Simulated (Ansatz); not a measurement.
`CO[SiH2]N` + `N[Si](O)(Cl)Cl` → `N[SiH2]O[Si](N)(Cl)Cl` + CH₃OH  (ligand exchange at the Si–O bond)

Computed with Ansatz on PBE0-D4/def2-TZVP structures; ΔE is electronic, products minus reactants. CCSD(T)/CBS adds triple-zeta CCSD(T) − MP2 to the extrapolated MP2 energy (def2 sets, frozen cores). This one scheme is used for every species. DFT in def2-TZVPP. B3LYP here is the variant with VWN-RPA as its local correlation; programs differ in this. Each species was taken in one conformer, which may not be the lowest.

```json
{"level": "PBE-D4", "ΔE (kJ/mol)": "-19.2", "difference from CCSD(T)/CBS": "3.1"}
{"level": "r2SCAN-D4", "ΔE (kJ/mol)": "-20.4", "difference from CCSD(T)/CBS": "1.9"}
{"level": "PBE0-D4", "ΔE (kJ/mol)": "-22.3", "difference from CCSD(T)/CBS": "0.0"}
{"level": "B3LYP-D4", "ΔE (kJ/mol)": "-24.5", "difference from CCSD(T)/CBS": "-2.2"}
{"level": "ωB97X-V", "ΔE (kJ/mol)": "-21.3", "difference from CCSD(T)/CBS": "1.0"}
{"level": "ωB97M-V", "ΔE (kJ/mol)": "-21.0", "difference from CCSD(T)/CBS": "1.3"}
{"level": "B2PLYP", "ΔE (kJ/mol)": "-18.2", "difference from CCSD(T)/CBS": "4.1"}
{"level": "PBE", "ΔE (kJ/mol)": "-13.8", "difference from CCSD(T)/CBS": "8.5"}
{"level": "r2SCAN", "ΔE (kJ/mol)": "-18.4", "difference from CCSD(T)/CBS": "3.9"}
{"level": "PBE0", "ΔE (kJ/mol)": "-17.0", "difference from CCSD(T)/CBS": "5.3"}
{"level": "B3LYP", "ΔE (kJ/mol)": "-16.2", "difference from CCSD(T)/CBS": "6.1"}
{"level": "HF/def2-TZVPP", "ΔE (kJ/mol)": "-23.3", "difference from CCSD(T)/CBS": "-1.0"}
{"level": "MP2/def2-TZVPP", "ΔE (kJ/mol)": "-21.3", "difference from CCSD(T)/CBS": "1.0"}
{"level": "SCS-MP2/def2-TZVPP", "ΔE (kJ/mol)": "-21.7", "difference from CCSD(T)/CBS": "0.6"}
{"level": "CCSD/def2-TZVPP", "ΔE (kJ/mol)": "-21.9", "difference from CCSD(T)/CBS": "0.4"}
{"level": "CCSD(T)/def2-TZVPP", "ΔE (kJ/mol)": "-21.7", "difference from CCSD(T)/CBS": "0.6"}
{"level": "HF/def2-QZVPP", "ΔE (kJ/mol)": "-23.9", "difference from CCSD(T)/CBS": "-1.6"}
{"level": "MP2/def2-QZVPP", "ΔE (kJ/mol)": "-21.8", "difference from CCSD(T)/CBS": "0.5"}
{"level": "SCS-MP2/def2-QZVPP", "ΔE (kJ/mol)": "-22.2", "difference from CCSD(T)/CBS": "0.1"}
{"level": "HF/CBS(def2)", "ΔE (kJ/mol)": "-24.0", "difference from CCSD(T)/CBS": "-1.7"}
{"level": "MP2/CBS(def2)", "ΔE (kJ/mol)": "-21.9", "difference from CCSD(T)/CBS": "0.4"}
{"level": "CCSD/CBS(def2)", "ΔE (kJ/mol)": "-22.6", "difference from CCSD(T)/CBS": "-0.3"}
{"level": "CCSD(T)/CBS", "ΔE (kJ/mol)": "-22.3", "difference from CCSD(T)/CBS": "0"}
```

Largest T1 diagnostic among the species: 0.011.

From PBE to PBE0 (25 % exact exchange), in def2-TZVPP and without D4, ΔE moves by −3.1 kJ/mol. The D4 term adds −8.3 kJ/mol with B3LYP and −5.3 kJ/mol with PBE0; it sums over pairs of atoms, weighted by their polarisabilities, and B3LYP, whose exchange is more repulsive, gets the larger term.
